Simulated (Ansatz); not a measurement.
Geometry optimisation, Ansatz 0.2.0, RKS PBE/def2-SVP.

Input:

```yaml
crystal:
  periodic: [false, false, false]
  atoms:
    - { symbol: Hf, position_ang: [-0.110631, 0.0983, -0.047415] }
    - { symbol: O, position_ang: [-0.132595, -0.045109, 1.979024] }
    - { symbol: H, position_ang: [-0.851018, 0.130347, 2.614456] }
    - { symbol: F, position_ang: [1.667739, 0.337162, -0.727965] }
    - { symbol: F, position_ang: [-1.110425, 1.665037, -0.500815] }
    - { symbol: F, position_ang: [-1.063779, -1.344717, -0.878092] }
    - { symbol: F, position_ang: [1.475684, -2.285473, 1.310527] }
    - { symbol: H, position_ang: [1.177424, -1.813247, 2.05988] }
basis:
  gaussian: { orbitals: def2-SVP }
hamiltonian:
  xc: pbe
relax:
  f_tol: 0.03
  max_steps: 50
output:
  orbitals: {}
```

Launched with:

```bash
$ ansatz run input.yaml --threads 2 --pin off --max-ram 3072MiB --backend cpu --events-out ev --progress --plain --runs-dir out
```

Q: Where does it end, and by what steps?

A: It converged. After 26 steps the energy has fallen by 1.236 eV; F5 moved furthest, 1.47 Å. Parted: F7–H8 (0.93 → 2.51 Å). Joined: Hf1–F7 (3.17 → 1.94 Å), O2–H8 (2.20 → 0.98 Å).

```json
{"step": "0", "energy less start (eV)": "0.0000", "largest force component (eV/Å)": "1.325", "accepted": "yes"}
{"step": "1", "energy less start (eV)": "-0.1662", "largest force component (eV/Å)": "0.411", "accepted": "yes"}
{"step": "2", "energy less start (eV)": "-0.3185", "largest force component (eV/Å)": "1.124", "accepted": "yes"}
{"step": "3", "energy less start (eV)": "-0.3983", "largest force component (eV/Å)": "0.725", "accepted": "yes"}
{"step": "4", "energy less start (eV)": "-0.4664", "largest force component (eV/Å)": "0.524", "accepted": "yes"}
{"step": "5", "energy less start (eV)": "-0.4434", "largest force component (eV/Å)": "1.251", "accepted": "no"}
{"step": "6", "energy less start (eV)": "-0.4915", "largest force component (eV/Å)": "0.121", "accepted": "yes"}
{"step": "7", "energy less start (eV)": "-0.5052", "largest force component (eV/Å)": "0.275", "accepted": "yes"}
{"step": "8", "energy less start (eV)": "-0.5159", "largest force component (eV/Å)": "0.148", "accepted": "yes"}
{"step": "9", "energy less start (eV)": "-0.5437", "largest force component (eV/Å)": "0.395", "accepted": "yes"}
{"step": "10", "energy less start (eV)": "-0.5752", "largest force component (eV/Å)": "0.363", "accepted": "yes"}
{"step": "11", "energy less start (eV)": "-0.6378", "largest force component (eV/Å)": "0.583", "accepted": "yes"}
{"step": "12", "energy less start (eV)": "-0.7332", "largest force component (eV/Å)": "0.667", "accepted": "yes"}
{"step": "13", "energy less start (eV)": "-0.8729", "largest force component (eV/Å)": "1.790", "accepted": "yes"}
{"step": "14", "energy less start (eV)": "-0.9770", "largest force component (eV/Å)": "0.672", "accepted": "yes"}
{"step": "15", "energy less start (eV)": "-1.0156", "largest force component (eV/Å)": "1.204", "accepted": "yes"}
{"step": "16", "energy less start (eV)": "-1.0788", "largest force component (eV/Å)": "0.883", "accepted": "yes"}
{"step": "17", "energy less start (eV)": "-1.1195", "largest force component (eV/Å)": "0.122", "accepted": "yes"}
{"step": "18", "energy less start (eV)": "-1.1077", "largest force component (eV/Å)": "0.932", "accepted": "no"}
{"step": "19", "energy less start (eV)": "-1.1339", "largest force component (eV/Å)": "0.190", "accepted": "yes"}
{"step": "20", "energy less start (eV)": "-1.1504", "largest force component (eV/Å)": "0.342", "accepted": "yes"}
{"step": "21", "energy less start (eV)": "-1.1802", "largest force component (eV/Å)": "0.420", "accepted": "yes"}
{"step": "22", "energy less start (eV)": "-1.2079", "largest force component (eV/Å)": "0.379", "accepted": "yes"}
{"step": "23", "energy less start (eV)": "-1.1847", "largest force component (eV/Å)": "0.768", "accepted": "no"}
{"step": "24", "energy less start (eV)": "-1.2305", "largest force component (eV/Å)": "0.206", "accepted": "yes"}
{"step": "25", "energy less start (eV)": "-1.2355", "largest force component (eV/Å)": "0.081", "accepted": "yes"}
{"step": "26", "energy less start (eV)": "-1.2360", "largest force component (eV/Å)": "0.008", "accepted": "yes"}
```

```xyz
8
Properties=species:S:1:pos:R:3
Hf 0.106 -0.556 -0.154
O 0.437 0.010 2.133
H -0.294 0.525 2.526
F 1.688 0.470 -0.539
F -1.463 0.491 0.306
F -0.425 -1.175 -1.894
F 0.421 -2.264 0.713
H 0.583 -0.759 2.718
```

The run took 76 s on 2 threads of Arm Neoverse V2, with other jobs on the host, peak memory 0.21 GiB.
